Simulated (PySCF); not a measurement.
A GIAO shielding run with PySCF (density fitting, non-relativistic, gas phase) on `CC[Si@@H](C)SC1(C)CC1`, C7H16SSi:

```
$ OMP_NUM_THREADS=1 python probes_run.py task.json out

{"job": {"kind": "nmr", "xc": "PBE0", "basis": "pcSseg-1"}, "charge": 0, "multiplicity": 1}
C     -3.853924    -0.151347    -0.474449
C     -2.684971    -0.790146     0.263102
Si    -1.003930    -0.270937    -0.448708
C     -0.742743     1.610275    -0.369916
S      0.451666    -1.325622     0.747353
C      2.005425    -0.498568     0.310167
C      2.434677    -0.712651    -1.117021
C      2.315543     0.791888     1.005301
C      3.036731    -0.463737     1.396582
H     -4.803924    -0.488208    -0.063344
H     -3.829061    -0.411487    -1.529841
H     -3.814648     0.932118    -0.392570
H     -2.741923    -0.529327     1.321401
H     -2.778173    -1.875688     0.211897
H     -0.862618    -0.729869    -1.838637
H     -1.467439     2.123124    -0.994959
H     -0.853487     1.987745     0.643647
H      0.247102     1.890101    -0.717860
H      3.420966    -0.282718    -1.281610
H      1.731463    -0.246800    -1.806240
H      2.477308    -1.777586    -1.338229
H      2.855598     1.548133     0.453626
H      1.589063     1.187847     1.697506
H      2.787474    -0.914832     2.344107
H      4.072889    -0.577563     1.114953
```

Hardware: 1 thread of an Arm Neoverse N1, shared host. The job also computes population analyses, field gradients, ring-centre shieldings.

**Question.** How large is the calculation?

**Answer.** 88 electrons, 247 basis functions and 1323 auxiliary functions.

**Question.** How long does it take, and how much memory does it need?

**Answer.** 2.3 min of wall time, with 13 SCF cycles and 4 response iterations; peak memory 1.2 GiB. Times on a shared host scatter by some tens of per cent.
